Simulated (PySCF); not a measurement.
**Nuclear quadrupole coupling in `C=CCC(OC)OC`**

C₆H₁₂O₂.
Numbering: `[CH2:1]=[CH:2][CH2:3][CH:4]([O:5][CH3:6])[O:7][CH3:8]` (hydrogens: H9, H10 on C1; H11 on C2; H12, H13 on C3; H14 on C4; H15, H16, H17 on C6; H18, H19, H20 on C8)

Structure used (GFN2-xTB), in Å, numbered top down from 1:
```xyz
20
C6H12O2 angstrom
C     -3.0051   -0.8742    0.0753
C     -1.8466   -1.0496   -0.5319
C     -0.9659    0.0623   -0.9990
C      0.3933    0.0306   -0.2793
O      1.1346    1.2145   -0.5043
C      0.8824    2.2560    0.4016
O      1.1044   -1.0519   -0.7803
C      2.3251   -1.3069   -0.1187
H     -3.4062    0.1095    0.2599
H     -3.6094   -1.7028    0.4026
H     -1.4572   -2.0421   -0.7095
H     -0.7579   -0.0412   -2.0656
H     -1.4394    1.0284   -0.8193
H      0.2378   -0.0844    0.8170
H      1.0940    1.9471    1.4333
H      1.5497    3.0688    0.1223
H     -0.1550    2.6050    0.3458
H      2.7572   -2.1768   -0.6076
H      3.0059   -0.4564   -0.2078
H      2.1533   -1.5252    0.9430
```

Field gradients from the PBE0/pcSseg-1 density (PySCF, non-relativistic), principal values in atomic units, ordered |Vxx| ≤ |Vyy| ≤ |Vzz|:

```
atom      Vxx      Vyy     Vzz
  O5  -0.0258  -1.9565  1.9823
  O7  -0.0776  -1.8908  1.9684
```

Find the asymmetry η = (Vxx − Vyy)/Vzz and the couplings χ = eQV/h (234.96 MHz × Q in barn × V in au), with Q(17O) = −0.0256 b.

| atom | environment | nucleus | η | χzz (MHz) | χxx (MHz) | χyy (MHz) |
| --- | --- | --- | --- | --- | --- | --- |
| O5 | ether oxygen | 17O | 0.97 | -11.92 | 0.16 | 11.77 |
| O7 | ether oxygen | 17O | 0.92 | -11.84 | 0.47 | 11.37 |

At O5 and O7 η is above 0.9: Vyy and Vzz are nearly equal in size and opposite in sign, so a small change could swap them and flip the sign of χzz. The tensor is traceless: Vxx + Vyy + Vzz = 0.

What is Vzz at O7 in SI units (1 au = 9.71736 × 10²¹ V/m²)?

1.9684 au = 19.128 × 10²¹ V/m².

What couplings would deuterons (Q(2H) = 0.00286 b) have in place of the hydrogens, at this geometry?

```json
{"atom": "H9", "bonded to": "C1", "bond length (Å)": "1.078", "Vzz (au)": "0.3357", "η": "0.06", "χzz (kHz)": "226"}
{"atom": "H10", "bonded to": "C1", "bond length (Å)": "1.076", "Vzz (au)": "0.3394", "η": "0.05", "χzz (kHz)": "228"}
{"atom": "H11", "bonded to": "C2", "bond length (Å)": "1.081", "Vzz (au)": "0.3250", "η": "0.04", "χzz (kHz)": "218"}
{"atom": "H12", "bonded to": "C3", "bond length (Å)": "1.092", "Vzz (au)": "0.3027", "η": "0.01", "χzz (kHz)": "203"}
{"atom": "H13", "bonded to": "C3", "bond length (Å)": "1.091", "Vzz (au)": "0.3056", "η": "0.03", "χzz (kHz)": "205"}
{"atom": "H14", "bonded to": "C4", "bond length (Å)": "1.113", "Vzz (au)": "0.2520", "η": "0.05", "χzz (kHz)": "169"}
{"atom": "H15", "bonded to": "C6", "bond length (Å)": "1.098", "Vzz (au)": "0.2891", "η": "0.08", "χzz (kHz)": "194"}
{"atom": "H16", "bonded to": "C6", "bond length (Å)": "1.088", "Vzz (au)": "0.3071", "η": "0.06", "χzz (kHz)": "206"}
{"atom": "H17", "bonded to": "C6", "bond length (Å)": "1.096", "Vzz (au)": "0.2919", "η": "0.08", "χzz (kHz)": "196"}
{"atom": "H18", "bonded to": "C8", "bond length (Å)": "1.088", "Vzz (au)": "0.3083", "η": "0.07", "χzz (kHz)": "207"}
{"atom": "H19", "bonded to": "C8", "bond length (Å)": "1.093", "Vzz (au)": "0.2945", "η": "0.06", "χzz (kHz)": "198"}
{"atom": "H20", "bonded to": "C8", "bond length (Å)": "1.097", "Vzz (au)": "0.2895", "η": "0.08", "χzz (kHz)": "195"}
```

Geometry: GFN2-xTB, one conformer, isolated molecule. GFN2-xTB bond lengths can be off by several hundredths of an ångström, more for odd bonds, and the gradients follow them. These gradients aren't converged with respect to the basis.

These values come from a run that also computed NMR shieldings. The run took 35 s wall on one thread of an Arm Neoverse V1, shared host with 32 logical CPUs at a one-minute load of 30, and the process peaked at 0.87 GiB of memory.
